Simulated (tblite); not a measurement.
Compound: C4H9GeN2P.
Bonds: C1–C2, C2–C3, C3–P4 (aromatic), P4–C5 (aromatic), C5–N6 (aromatic), N6–N7 (aromatic), N7–Ge8, C3–N7 (aromatic). Hydrogens: H9, H10, H11 on C1; H12, H13 on C2; H14 on C5; H15, H16, H17 on Ge8.

Computed with GFN2-xTB (tblite), gas phase: L-BFGS steps from a force-field or distance-geometry start until the largest atomic force falls under 0.01 eV/Å.

The end geometry, which sets the zero of energy:
```
atom  x, y, z in Å
C1      2.1128    0.0847    0.4820
C2      1.3623   -0.1843   -0.8223
C3      0.0280   -0.7909   -0.5493
P4     -0.4383   -2.4545   -0.6634
C5     -2.0086   -1.9326   -0.0731
N6     -2.1186   -0.6548    0.1639
N7     -0.9773   -0.0165   -0.1045
Ge8    -1.2403    1.7500    0.3750
H9      1.5493    0.7792    1.1086
H10     3.0899    0.5150    0.2759
H11     2.2480   -0.8439    1.0326
H12     1.2279    0.7553   -1.3702
H13     1.9439   -0.8663   -1.4448
H14    -2.8592   -2.5701    0.0949
H15    -1.2233    1.7739    1.8671
H16    -0.1314    2.5794   -0.1949
H17    -2.5720    2.0886   -0.1875
```

Task: These geometries come from the run, each turned onto the end geometry. Order them by energy, lowest first.
A.
```
atom  x, y, z in Å
C1      2.1146    0.0093    0.5646
C2      1.3758   -0.1448   -0.7672
C3      0.0331   -0.7526   -0.5519
P4     -0.3869   -2.4258   -0.6931
C5     -1.9864   -1.9426   -0.1503
N6     -2.1338   -0.6709    0.0959
N7     -0.9998    0.0008   -0.1291
Ge8    -1.2758    1.7782    0.3233
H9      1.6662    0.8053    1.1619
H10     3.1604    0.2502    0.3890
H11     2.0669   -0.9231    1.1264
H12     1.2647    0.8326   -1.2501
H13     1.9582   -0.7905   -1.4274
H14    -2.8295   -2.5969   -0.0088
H15    -0.7219    2.0032    1.6942
H16    -0.5633    2.6621   -0.6496
H17    -2.7495    1.9176    0.2623
```
B.
```
atom  x, y, z in Å
C1      2.1068    0.0380    0.5627
C2      1.3633   -0.1568   -0.7595
C3      0.0232   -0.7734   -0.5378
P4     -0.4194   -2.4398   -0.6895
C5     -2.0149   -1.9426   -0.1488
N6     -2.1498   -0.6705    0.1013
N7     -1.0072   -0.0140   -0.1179
Ge8    -1.2365    1.7695    0.3179
H9      1.5485    0.7050    1.2217
H10     3.0892    0.4683    0.3835
H11     2.2299   -0.9206    1.0623
H12     1.2364    0.8126   -1.2548
H13     1.9507   -0.8056   -1.4129
H14    -2.8617   -2.5917   -0.0124
H15    -0.7267    1.9682    1.7120
H16    -0.4386    2.5937   -0.6447
H17    -2.7003    1.9720    0.2069
```
C.
```
atom  x, y, z in Å
C1      2.1183    0.0168    0.5713
C2      1.3237   -0.0829   -0.7401
C3      0.0094   -0.7380   -0.5195
P4     -0.3515   -2.4153   -0.7076
C5     -1.9641   -1.9871   -0.1608
N6     -2.1617   -0.7255    0.1013
N7     -1.0486   -0.0178   -0.1022
Ge8    -1.2541    1.7807    0.3034
H9      1.8077    0.9014    1.1308
H10     3.1907    0.0566    0.3717
H11     1.9265   -0.8490    1.2064
H12     1.1596    0.9199   -1.1525
H13     1.8926   -0.6752   -1.4585
H14    -2.7817   -2.6700   -0.0273
H15    -0.6754    1.9708    1.6733
H16    -0.4700    2.5278   -0.7322
H17    -2.7283    1.9990    0.2324
```
D.
```
atom  x, y, z in Å
C1      2.0971    0.0715    0.5034
C2      1.3571   -0.1675   -0.8136
C3      0.0242   -0.7824   -0.5538
P4     -0.4173   -2.4539   -0.6419
C5     -2.0039   -1.9396   -0.0878
N6     -2.1334   -0.6596    0.1265
N7     -0.9932   -0.0124   -0.1268
Ge8    -1.2272    1.7568    0.3585
H9      1.5249    0.7359    1.1545
H10     3.0729    0.5172    0.3284
H11     2.2408   -0.8749    1.0201
H12     1.2202    0.7792   -1.3500
H13     1.9414   -0.8438   -1.4401
H14    -2.8497   -2.5856    0.0741
H15    -1.0724    1.8397    1.8430
H16    -0.1779    2.5735   -0.3263
H17    -2.6106    2.0582   -0.0782
```
E.
```
atom  x, y, z in Å
C1      2.1371    0.0327    0.5711
C2      1.3126    0.0010   -0.7222
C3      0.0267   -0.6835   -0.4802
P4     -0.2833   -2.3690   -0.6918
C5     -2.0336   -2.1429   -0.1526
N6     -2.1942   -0.8774    0.0986
N7     -1.1182   -0.0895   -0.0658
Ge8    -1.2175    1.7492    0.2839
H9      1.8717    0.9434    1.1128
H10     3.2110   -0.0359    0.3395
H11     1.8531   -0.8230    1.1933
H12     1.1957    1.0079   -1.1535
H13     1.8648   -0.6084   -1.4280
H14    -2.8973   -2.8608   -0.0436
H15    -0.6542    2.0407    1.6703
H16    -0.4092    2.5009   -0.7625
H17    -2.6721    2.2268    0.2207
```

Result: D (0.005 eV), B (0.013 eV), A (0.028 eV), C (0.081 eV), E (0.614 eV).

In the order of the answer:

```tsv
step	E above end (eV)	largest force (eV/Å)	rms force component (eV/Å)	rms distance from end (Å)	rms bond change (Å)	bond most changed (Å)
80	0.005	0.06	0.022	0.068	0.001	Ge8–H17 -0.003
55	0.013	0.02	0.010	0.229	0.002	Ge8–H15 +0.005
32	0.028	0.08	0.024	0.269	0.002	N7–Ge8 +0.006
15	0.081	0.24	0.081	0.313	0.004	C1–C2 +0.008
1	0.614	1.74	0.524	0.361	0.030	P4–C5 +0.088
```
